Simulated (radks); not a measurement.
Coulomb parameter of the 4f shell of the gadolinium ion Gd+ in the model configuration [Xe] 4f6 5d1 6s1 6p1, as a second difference U = [E(n + 1) + E(n - 1) - 2 E(n)] / (1)^2 with all orbitals relaxed. "Bare": the charge of the atom changes with n. "Screened": the 6p shell takes up the change at fixed total charge, which measures U(4f,4f) + U(6p,6p) - 2 U(4f,6p). Method: Dirac Kohn-Sham, PBE, spin-unpolarised, spherical densities, finite nucleus; open shells are shared between the two j in proportion to 2j + 1; Fermi nuclear charge, rms radius 5.1569 fm; computed with a radial shooting solver on a logarithmic mesh with Libxc functionals.

case                configuration  E - E(n) (eV)
start        [Xe] 4f6 5d1 6s1 6p1          0.000
bare +1      [Xe] 4f7 5d1 6s1 6p1        -17.404
bare -1      [Xe] 4f5 5d1 6s1 6p1         34.551
screened +1      [Xe] 4f7 5d1 6s1        -13.614
screened -1  [Xe] 4f5 5d1 6s1 6p2         23.272

U(bare) = 17.147 eV, U(screened by 6p) = 9.658 eV.
